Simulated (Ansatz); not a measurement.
`F[SiH](F)[Si](Cl)(Cl)Cl` + H₂ → `F[SiH](F)[SiH](Cl)Cl` + HCl at 298.15 K and 1 bar (hydrogenolysis of the Si–Cl bond).

Calculated with Ansatz (gas phase, PBE0-D4/def2-TZVP geometries, no zero-point term in ΔE). CCSD(T)/CBS adds triple-zeta CCSD(T) − MP2 to the extrapolated MP2 energy (def2 sets, frozen cores). This one scheme is used for every species. Each species was taken in one conformer, which may not be the lowest.

```json
{"species": "`F[SiH](F)[Si](Cl)(Cl)Cl`", "CCSD(T)/CBS energy (Eh)": "-2157.97114", "H − E (kJ/mol)": "83.7", "S (J/(mol·K))": "430.1"}
{"species": "H₂", "CCSD(T)/CBS energy (Eh)": "-1.17544", "H − E (kJ/mol)": "35.1", "S (J/(mol·K))": "130.4"}
{"species": "`F[SiH](F)[SiH](Cl)Cl`", "CCSD(T)/CBS energy (Eh)": "-1698.73569", "H − E (kJ/mol)": "97.5", "S (J/(mol·K))": "399.8"}
{"species": "HCl", "CCSD(T)/CBS energy (Eh)": "-460.38127", "H − E (kJ/mol)": "26.6", "S (J/(mol·K))": "186.8"}
```

H − E and S are ideal-gas, rigid-rotor, harmonic terms from PBE0-D4/def2-TZVP, for one conformer and one mirror image of each species. For small species the MP2-based limit differs from directly extrapolated CCSD(T) by up to some mEh (0.8 for H₂); such offsets cancel only in part. 1 Eh = 2625.50 kJ/mol, R = 8.31446 J/(mol·K).

Question: By hand: ΔE, ΔH, ΔS and ΔG.

Answer: ΔE = (-1698.73569) + (-460.38127) − (-2157.97114) − (-1.17544) = 0.02962 Eh = 77.8 kJ/mol. Δ(H − E) = 97.5 + 26.6 − 83.7 − 35.1 = 5.3, so ΔH = 83.1 kJ/mol. ΔS = 399.8 + 186.8 − 430.1 − 130.4 = 26.1 J/(mol·K). ΔG = 83.1 − 298.15 × (26.1)/1000 = 75.3 kJ/mol.

Question: By hand: the equilibrium constant, and the temperature at which ΔG would vanish if ΔH and ΔS stayed fixed.

Answer: log₁₀ K = −ΔG/(RT ln 10) = -13.2. ΔG = 0 at ΔH/ΔS = 3184 K, far beyond where these terms or the molecules hold.

ΔH outweighs TΔS. A doubt of 5 kJ/mol in ΔE shifts log₁₀ K by 0.9 here. Other conformers and mirror images would add mixing entropy, several J/(mol·K) or more a flexible species. Modes under 60 cm⁻¹, often nearly free rotors, make the harmonic entropy too high. These are equilibria of isolated gas molecules and say nothing of rates. Largest T1 diagnostic: 0.011 (customary marks: 0.02 for closed shells, 0.045 for open ones).
